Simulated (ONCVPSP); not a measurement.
**Before and after: ONCV potential for Sm**

```json
{
 "Element": "Sm (Z = 62)",
 "Generator": "ONCVPSP 4.0.1",
 "Type": "optimised norm-conserving Vanderbilt (ONCV)",
 "Functional": "PW91",
 "Relativity": "fully relativistic",
 "Frozen core": "[Kr] 4d10 4f5",
 "Valence charge": "11",
 "Reference configuration": "5s2 5p6 5d1 6s2",
 "Partial waves": "5s+6s: rc 2.50 bohr, ncon 4, nbas 7, qcut 5.3 1/bohr, 2 projectors; 5p: rc 2.70 bohr, ncon 4, nbas 7, qcut 4.6 1/bohr, 2 projectors, debl 2.9 Ha; 5d: rc 3.10 bohr, ncon 4, nbas 9, qcut 4.5 1/bohr, 3 projectors, debl 2.3 Ha",
 "Local potential": "polynomial inside 2.35 bohr (lpopt 5, dvloc0 3 Ha)",
 "Core correction": "Teter function, fcfact 5.75, rcfact 1.75"
}
```

Open shells are filled in proportion to 2j + 1.

Change: s: qcut 3.1.

Cutoffs: the cutoffs (Ha) at which the residual kinetic energy of the hardest occupied pseudo-wave falls to 1 and 0.1 mHa per electron; they do not see the model core or the augmentation charge, which bear on the density cutoff. Errors are all-electron minus pseudo energies relative to the spin-unpolarised reference configuration.

Problem. What does the change do?

Solution. The potential gets neither clearly harder nor softer (8.3 Ha and 11 Ha → 7.2 Ha and 20 Ha); the p channel sets the loose cutoff, while the largest relative change is in s, which becomes softer; of the 3 tests that both files solve, the error grows in 1 and shrinks in 0 by more than 15 % and 0.3 meV (median size 40.8 → 46.8 meV); neither file shows a bound ghost.

| quantity | base | changed |
| --- | --- | --- |
| cutoff, loose | 8.3 Ha | 7.2 Ha |
| cutoff, tight | 11 Ha | 20 Ha |
| loose cutoff by channel | s 8.3 Ha, p 7.2 Ha, d 6.8 Ha | s 3.9 Ha, p 7.2 Ha, d 6.8 Ha |
| bound ghosts | none | none |
| GHOST(+) flags under 300 eV | none | none |
| tests counted as reliable (solved cleanly; for ONCVPSP, near-neutral configurations with less than one 5d electron left out) | 3 of 4 | 3 of 4 |
| error for 5s2 5p6 5d1 6s1, meV [ΔE 6.50 eV] | -4.4 | -5.1 |
| error for 5s2 5p6 5d1 6s0, meV [ΔE 18.29 eV] | -41 | -47 |
| error for 5s2 5p5 5d1 6s2, meV [ΔE 31.11 eV] | -222 | -215 |
| s: phases at 2.53 bohr within 0.05 rad from the reference energy up to (Ha; the scan ends near 5) | 2.7 | 2.7 |
| p3/2: phases at 2.74 bohr within 0.05 rad from the reference energy up to (Ha; the scan ends near 5) | 4.1 | 4.1 |
| p1/2: phases at 2.74 bohr within 0.05 rad from the reference energy up to (Ha; the scan ends near 5) | 4.0 | 4.0 |
| d5/2: phases at 3.14 bohr within 0.05 rad from the reference energy up to (Ha; the scan ends near 5) | to the end of the scan | to the end of the scan |
| d3/2: phases at 3.14 bohr within 0.05 rad from the reference energy up to (Ha; the scan ends near 5) | to the end of the scan | to the end of the scan |
| rms error of d²Exc/dni dnj with the model core, mHa | 1.90 | 1.87 |
